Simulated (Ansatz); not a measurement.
Born–Oppenheimer molecular dynamics of H$_{9}$NSi$_{2}$Sn (13 atoms, charge 0, multiplicity 1). It starts at the highest image of a converged band. Of that band: The profile has 2 maxima (images 3, 5) with wells between them (image 4): this band takes more than one step, which may be the mechanism or a detour left from its start path. A structure lower than the first end lies on the path between it and the top, so the climb from that side starts below the end, which may itself be a saddle point or a shallow side well. Neighbouring images differ by up to 2.5 eV, so the band resolves the path poorly. A vibrational analysis at the climbing image gives one clearly imaginary mode, 1356i cm⁻¹: a first-order saddle point.

Theory: Ansatz 0.2.0, RKS PBE-D4/def2-SVP.

| Property | Result |
| --- | --- |
| ensemble | NVE (velocity Verlet) |
| time step | 0.5 fs |
| steps asked | 200 |
| starting velocities drawn for | 300 K |
| seed | 5576 |

First frame:

```xyz
13
Properties=species:S:1:pos:R:3
Si -2.025 1.094 0.642
N -0.513 0.245 1.436
Sn 1.382 -0.181 0.557
Si 0.740 -1.049 -1.791
H -1.888 2.614 0.693
H -1.790 0.754 -0.819
H -1.812 -0.254 1.530
H -0.444 0.514 2.429
H 2.174 -1.359 1.554
H 2.327 1.280 0.523
H 0.437 0.092 -2.719
H -0.461 -1.945 -1.673
H 1.894 -1.839 -2.348
```

Question: How far do the bonds stretch over the last three quarters of this one trajectory? (Pairs bonded in most of those frames.)

Answer: 
```
   bond  mean (Å)  spread (Å)  shortest  longest
 Si1–N2     1.756       0.049      1.67     1.82
 Si1–H5     1.567       0.103      1.38     1.78
 Si1–H6     1.546       0.080      1.40     1.70
 Si1–H7     1.625       0.189      1.28     1.91
 N2–Sn3     2.082       0.025      2.04     2.12
  N2–H8     1.027       0.007      1.01     1.04
Sn3–Si4     2.587       0.014      2.57     2.61
 Sn3–H9     1.741       0.022      1.71     1.78
Sn3–H10     1.741       0.013      1.72     1.77
Si4–H11     1.510       0.050      1.43     1.58
Si4–H12     1.507       0.039      1.45     1.56
Si4–H13     1.507       0.015      1.48     1.53
```

Mean temperature of the second half: 983 K. The conserved energy stayed within 0.45 meV per atom of its start (net change -0.075 meV per atom), so the integration is sound. The kinetic energy rose, since the run started high on the potential surface and went downhill. A run of 0.1 ps of so small a system gives no equilibrium averages. The orbitals stay closed-shell, which can raise the energy where a bond breaks towards radicals; this wasn't checked here.

The run took 9.2 min on 2 threads of Arm Neoverse V2, on a shared host, peak memory 0.16 GiB.
